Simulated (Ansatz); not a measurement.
System: CH$_{3}$BF, charge 0, doublet. CH3BF (SMILES [CH2]BF, doublet).
B3LYP-D3(BJ)/def2-TZVP minimum from Ansatz (an electronic-structure program):
```
B
F 1 1.3368
H 1 1.1938 2 117.09
C 1 1.5275 3 123.85 2 -180.00
H 4 1.0839 1 122.43 3 0.00
H 4 1.0855 5 115.07 1 180.00
```
Charge 0, spin multiplicity 2.

Atomisation energy term by term, kcal/mol (programs: Ansatz). Open shells are spin-unrestricted; no spin-orbit coupling. Correlated methods leave the cores frozen. Rows without X2C or -DK are non-relativistic. CBS(X,Y): correlation extrapolated as X^-3, Hartree-Fock from the larger set. A bracket is a step between two methods taken in the basis named. 'core' is core correlation in cc-pwCVTZ, 'X2C' scalar relativity in cc-pVTZ-DK, both at CCSD(T). For partners of very few electrons the exact lower level stands in for a higher one.

| term | basis | kcal/mol |
|---|---|---|
| Hartree-Fock | cc-pVQZ | 434.86 |
| CCSD correlation | CBS(cc-pVTZ,cc-pVQZ) | 106.05 |
| (T) | CBS(cc-pVTZ,cc-pVQZ) | 6.40 |
| CCSDT(Q) - CCSD(T) | cc-pVDZ | 0.37 |
| core correlation | cc-pwCVTZ | 2.29 |
| scalar relativity | X2C, cc-pVTZ-DK | -0.43 |
| sum: De |  | 549.5 |
